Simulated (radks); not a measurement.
Initial-state core-level shifts of neutral neodymium when its valence configuration changes from [Xe] 4f4 6s2. All-electron calculation, Dirac Kohn-Sham, PBE, spin-unpolarised, spherical densities, finite nucleus; open shells are shared between the two j in proportion to 2j + 1; Fermi nuclear charge, rms radius 4.9123 fm. Program: a radial shooting solver on a logarithmic mesh with Libxc functionals. Shifts are changes of the shell-averaged eigenvalues in eV (positive: less bound); the change of the density at the nucleus, which sets a Mossbauer isomer shift, is in e/bohr^3, on a base of 4.536e+05.

valence,1s,2s,3d,5s,density at nucleus
4f4 5d1 6s1,+0.982,+1.032,+0.989,+1.168,-19.77
4f3 6s2 6p1,-9.034,-9.689,-10.451,-6.338,+37.70
4f4 5d1.5 6s0.5,+1.273,+1.342,+1.283,+1.553,-28.14
4f3 5d1 6s2,-5.929,-6.488,-7.290,-3.233,+26.88
4f6,+1.734,+2.161,+2.640,+0.429,-48.79
4f4 6s1 6p1,-1.184,-1.167,-1.149,-1.223,-16.29
4f2 5d2 6s2,-13.031,-14.321,-16.195,-6.570,+59.19
